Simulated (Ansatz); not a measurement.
`BC[SiH2]Cl` from Hartree–Fock to CCSD(T)

```xyz
10

B    -0.750   -1.297   -0.594
C    -0.640    0.222   -0.380
Si    0.899    0.611    0.622
Cl    1.013    2.648    0.892
H    -1.314   -1.987    0.205
H    -0.225   -1.820   -1.534
H    -1.455    0.649    0.214
H    -0.503    0.794   -1.303
H     2.130    0.189   -0.086
H     0.844   -0.010    1.965
```

Total charge 0; spin multiplicity 1. Geometry: relaxed with PBE0-D4/def2-TZVP. It is one conformer, not always the lowest. Frozen core, restricted reference, the Gaussian-basis code of Ansatz. CBS rows extrapolate triple and quadruple zeta; past MP2 they add the triple-zeta difference.

```
     basis     HF (Eh)  MP2 corr.  CCSD corr.       (T)  CCSD(T) total
  def2-SVP  -814.23639   -0.45732    -0.51509  -0.01301     -814.76449
def2-TZVPP  -814.57165   -0.59012    -0.64763  -0.02489     -815.24417
def2-QZVPP  -814.59675   -0.63668           –         –              –
 CBS(def2)  -814.60021   -0.67117    -0.72868     as TZ     -815.35378
```
